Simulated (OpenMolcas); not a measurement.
A run on Ar3+.

```
Program             : OpenMolcas
Method              : SS-RASPT2, IPEA 0.25 Eh, real shift 0.2 Eh (closed shells correlated: 2s 2p 3s)
Basis               : ANO-RCC-VQZP [6s5p3d2f1g]
Scalar Hamiltonian  : DKH2, point nucleus
Active space        : 3 electrons in 9 orbitals (RAS2 3p; RAS3 3d 4s, at most 1 electron)
State averaging     : 2S+1 = 4 odd, 1 root; 2S+1 = 2 odd, 8 roots; 2S+1 = 4 even, 18 roots; 2S+1 = 2 even, 54 roots
Spin-orbit coupling : RASSI with atomic mean-field integrals over the reference wave functions, term energies averaged over their components
```

First CASPT2 step and the start of its output:

```
&CASPT2
Multistate=1 1
Frozen=1 0
IPEA=0.25
Shift=0.2
MaxIter=60
WThr=0.0 0.3 0.05
PrWF=0.5
NoMix
```

```
--- CASPT2 ---
Orbital specifications:
      -----------------------

      Symmetry species                           1   2
                                                ag  au
      Frozen orbitals                            1   0
      Inactive orbitals                          2   3
      Active orbitals                            6   3
      Secondary orbitals                        21  23
      Deleted orbitals                           0   0
      Number of basis functions                 30  29
Type of calculation                        SS-CASPT2
      Fock operator                              state-specific
      IPEA shift                                 0.25
      Real shift                                 0.20
      Imaginary shift                            0.00
      The input orbitals will be transformed to quasi-canonical
Reference energy:        -525.6747874682
      E2 (Non-variational):      -0.1586365935
      Shift correction:          -0.0053913257
      E2 (Variational):          -0.1640279192
      Total energy:            -525.8388153875
      Residual norm:              0.0000009952
      Reference weight:           0.97375
      Contributions to the CASPT2 correlation energy
      Active & Virtual Only:         -0.0080307994
      One Inactive Excited:          -0.0864390466
      Two Inactive Excited:          -0.0641667476
::    CASPT2 Root  1     Total energy:   -525.83881539
--- CASPT2 ---
Orbital specifications:
      -----------------------

      Symmetry species                           1   2
                                                ag  au
      Frozen orbitals                            1   0
      Inactive orbitals                          2   3
      Active orbitals                            6   3
...
```

Over all roots the printed reference weights run from 0.41 to 0.97, and roots that are degenerate in the reference spread by up to 42000 cm-1.

**Question.** Did the run give usable levels, and if not, why?

**Answer.** No. The equations converged, but the reference weight falls to 0.41 for at least one root against 0.97 for the best. A drop of that size marks an intruder state, so the energies of such roots and the levels built on them can't be trusted.
